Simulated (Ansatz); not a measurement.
`CC1=CC(C)=[O+][B-](C)(F)O1`. Charge 0, multiplicity 1. All single points use the PBE0-D4/def2-TZVP geometry.

```xyz
20

C    -0.517   -2.667    0.839
C    -0.296   -1.285    0.339
C    -1.238   -0.277    0.501
C    -0.884    1.023    0.160
C    -1.755    2.189    0.461
O     0.229    1.297   -0.403
B     1.098    0.200   -1.022
C     2.628    0.596   -0.951
F     0.584   -0.029   -2.283
O     0.833   -1.074   -0.219
H    -0.519   -3.353   -0.012
H    -1.455   -2.760    1.383
H     0.316   -2.957    1.482
H    -2.180   -0.479    0.987
H    -2.644    1.902    1.020
H    -2.051    2.660   -0.479
H    -1.185    2.930    1.026
H     3.250   -0.192   -1.385
H     2.969    0.763    0.075
H     2.815    1.512   -1.518
```

Question: What is the dipole moment at r2SCAN/def2-TZVPP? (Estimate.)

Answer: The calculation gave: 5.24 D, with components (-3.58, -0.62, 3.77) D in this frame, pointing from negative to positive charge.

Question: And with PBE, B3LYP, ωB97M-V? (Estimate.)

Answer: Ansatz gave: PBE 5.09 D, B3LYP 5.38 D, ωB97M-V 5.39 D.

Question: Give the Mulliken charges with r2SCAN, ωB97M-V, PBE in def2-TZVPP. (Best estimate.)

Answer: Computed: 
```
atom  r2SCAN  ωB97M-V    PBE
  C1   -0.13    -0.27  -0.23
  C2    0.39     0.32   0.29
  C3   -0.33    -0.26  -0.27
  C4    0.39     0.32   0.29
  C5   -0.13    -0.27  -0.23
  O6   -0.31    -0.29  -0.22
  B7    0.41     0.31   0.28
  C8   -0.31    -0.41  -0.39
  F9   -0.33    -0.31  -0.28
 O10   -0.31    -0.29  -0.22
 H11    0.08     0.13   0.12
 H12    0.05     0.10   0.09
 H13    0.08     0.13   0.11
 H14    0.07     0.10   0.09
 H15    0.05     0.10   0.09
 H16    0.08     0.13   0.12
 H17    0.08     0.13   0.11
 H18    0.06     0.11   0.09
 H19    0.04     0.09   0.08
 H20    0.06     0.11   0.09
```

B3LYP here is the variant with VWN-RPA as its local correlation; programs differ in this.
